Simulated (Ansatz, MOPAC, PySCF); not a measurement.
Molecule: GeBrF2 (charge 0, doublet). SMILES: [F][Ge]([F])[Br]
Coordinates optimised at B3LYP-D3(BJ)/def2-TZVP (Ansatz, a first-principles code):
```xyz
4

F     -1.5540    -1.3623    -0.3215
Ge    -0.7557    -0.0036     0.4192
F     -1.5510     1.3722    -0.2930
Br     1.4893     0.0007    -0.2253
```
Charge 0, spin multiplicity 2.

Unscaled harmonic wavenumbers (cm⁻¹) in rising order, each level at the stationary point that it reaches from this structure (no distance between atoms moves by over 0.3 Å); the order of modes can differ between levels, and a negative number is imaginary. B3LYP-D3(BJ)/def2-TZVP (PySCF, at the structure above): 131, 165, 229, 286, 677, 687.

PM3 (MOPAC): 125, 138, 188, 238, 771, 796. Zero-point energy 3.2 against 3.1 kcal/mol; where all levels lie over 400 cm⁻¹, the wavenumbers are on average 1.149 times those of B3LYP-D3(BJ)/def2-TZVP.

PM6 (MOPAC): 100, 120, 172, 256, 639, 658. Zero-point energy 2.8 against 3.1 kcal/mol; where all levels lie over 400 cm⁻¹, the wavenumbers are on average 0.950 times those of B3LYP-D3(BJ)/def2-TZVP.

HF/6-31G* with LANL2DZ past Ar (Ansatz): 140, 172, 263, 286, 766, 782. Zero-point energy 3.4 against 3.1 kcal/mol; where all levels lie over 400 cm⁻¹, the wavenumbers are on average 1.135 times those of B3LYP-D3(BJ)/def2-TZVP.
